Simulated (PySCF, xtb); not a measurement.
Sn(F)2(Me)(OH) (CH4F2OSn), SMILES [Sn]([F])([F])([CH3])[OH]. Other conformers were not sampled.

Harmonic wavenumbers (cm⁻¹) from xtb 6.7.1 with GFN2-xTB at its own minimum, in rising order: 36, 80, 88, 115, 119, 143, 227, 326, 417, 463, 513, 749, 763, 825, 1182, 1374, 1376, 3016, 3042, 3048, 3583.

### Question
What does PBE-D3(BJ)/def2-SVP in PySCF give at its own minimum? (The exact figures need the calculation; the answer reports its results.)

### Answer
63, 107, 118, 141, 171, 180, 216, 514, 606, 614, 618, 757, 760, 861, 1155, 1377, 1379, 3006, 3137, 3137, 3703. Paired by order, the mean absolute difference is 59 cm⁻¹ and the zero-point energies are 30.7 and 32.3 kcal/mol.
